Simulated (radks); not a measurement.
Spherical quantum dot in the effective-mass picture: electrons in a parabolic well V = omega^2 r^2 / 2 with omega = 2.98, all in effective atomic units (hartree* = m*/eps^2 hartree, bohr* = eps/m* bohr), one dielectric constant everywhere. Calculated with a radial shooting solver with Libxc functionals: non-relativistic Kohn-Sham, r2SCAN, spin-polarised, spherical densities, generalised Kohn-Sham scheme. Levels are named by radial order and angular momentum (1s, 1p, 1d, 2s, ...), and open shells are averaged over m.

N = 6, configuration 1s2 1p(up 3, down 1). This is the lowest configuration that the search found. Occupied and some empty levels:

| level | occupation | eigenvalue (hartree*) | <r> (bohr*) |
|---|---|---|---|
| 1s up | 1 | 9.9976 | 0.7402 |
| 1s down | 1 | 10.159 | 0.7335 |
| 1p up | 3 | 12.413 | 0.9493 |
| 1p down | 1 | 12.637 | 0.9515 |
| 1d up | 0 | 15.027 | 1.112 |
| 1d down | 0 | 15.260 | 1.118 |
| 2s up | 0 | 15.322 | 1.018 |
| 2s down | 0 | 15.471 | 1.022 |
| 1f up | 0 | 17.776 | 1.251 |
| 1f down | 0 | 17.995 | 1.262 |

Energy (hartree*): total 53.2973, kinetic 16.204, external 23.222, Hartree 18.354, exchange-correlation -4.4832.

Electron density:

| r (bohr*) | n(r) (e/bohr*^3) |
|---|---|
| 0.0374 | 1.209 |
| 0.131 | 1.234 |
| 0.225 | 1.275 |
| 0.319 | 1.316 |
| 0.413 | 1.333 |
| 0.507 | 1.308 |
| 0.600 | 1.232 |
| 0.694 | 1.105 |
| 0.788 | 0.9407 |
| 0.882 | 0.7571 |
| 0.976 | 0.5752 |
| 1.07 | 0.4117 |
| 1.16 | 0.2790 |
| 1.26 | 0.1773 |
| 1.35 | 0.1061 |
| 1.45 | 0.05976 |
| 1.54 | 0.03168 |
| 1.63 | 0.01582 |
| 1.73 | 0.007513 |
| 1.82 | 0.003335 |
